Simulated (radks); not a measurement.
The numbers below are computed, except where a source is named.
Valence configurations of Zr (all share [Kr]). Level of theory: Dirac Kohn-Sham, PBE, spin-unpolarised, spherical densities, finite nucleus; open shells fill j = l - 1/2 first; Fermi nuclear charge, rms radius 4.2694 fm (a radial shooting solver on a logarithmic mesh with Libxc functionals). Energies are relative to 4d2 5s2; eigenvalues in eV.

valence          E (eV)  e(4d3/2)  e(5p1/2)  e(5s1/2)
4d2 5s2           0.000    -3.641         -    -4.425
4d3 5s1           1.150    -2.349         -    -3.820
4d1.5 5s2 5p0.5   1.263    -4.965    -2.006    -5.134
4d2.5 5s1 5p0.5   1.876    -3.444    -1.652    -4.457
4d4               2.854    -1.533         -         -
4d2 5s1 5p1       2.960    -4.645    -2.082    -5.106
4d1 5s2 5p1       2.972    -6.348    -2.459    -5.825
4d1 5s1 5p2       6.395    -7.269    -2.916    -6.392
4d0.5 5s1.5 5p2   6.976    -8.224    -3.113    -6.768
5s2 5p2           7.858         -    -3.319    -7.153

NIST lists [Kr] 4d2 5s2 as the ground configuration; this level of theory agrees among the configurations tried. The energies are those of spherical spin-averaged densities, not of single terms.
